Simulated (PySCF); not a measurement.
Radial density of Nd⁵⁸⁺ (neodymium, charge +58)

UHF, 1s2, closed-shell 1S. Computed with PySCF 2.14 in an uncontracted even-tempered set (15 s from 140 bohr⁻², ratio 2.2; 7 p from 210 bohr⁻², ratio 2.4; 4 d from 640 bohr⁻², ratio 2.4; 3 f from 960 bohr⁻², ratio 2.4; 3 g from 1400 bohr⁻², ratio 2.4), with the non-relativistic Hamiltonian (point nucleus).

```json
{"r (bohr)": "0.000434", "4πr²ρ (e/bohr)": "0.3058"}
{"r (bohr)": "0.000730", "4πr²ρ (e/bohr)": "0.8350"}
{"r (bohr)": "0.00123", "4πr²ρ (e/bohr)": "2.225"}
{"r (bohr)": "0.00207", "4πr²ρ (e/bohr)": "5.694"}
{"r (bohr)": "0.00348", "4πr²ρ (e/bohr)": "13.60"}
{"r (bohr)": "0.00585", "4πr²ρ (e/bohr)": "28.97"}
{"r (bohr)": "0.00983", "4πr²ρ (e/bohr)": "50.85"}
{"r (bohr)": "0.0165", "4πr²ρ (e/bohr)": "64.52"}
{"r (bohr)": "0.0278", "4πr²ρ (e/bohr)": "47.49"}
{"r (bohr)": "0.0468", "4πr²ρ (e/bohr)": "14.01"}
{"r (bohr)": "0.0787", "4πr²ρ (e/bohr)": "0.8891"}
{"r (bohr)": "0.132", "4πr²ρ (e/bohr)": "0.004066"}
```

A non-relativistic calculation at this Z misses sizeable relativistic shifts.
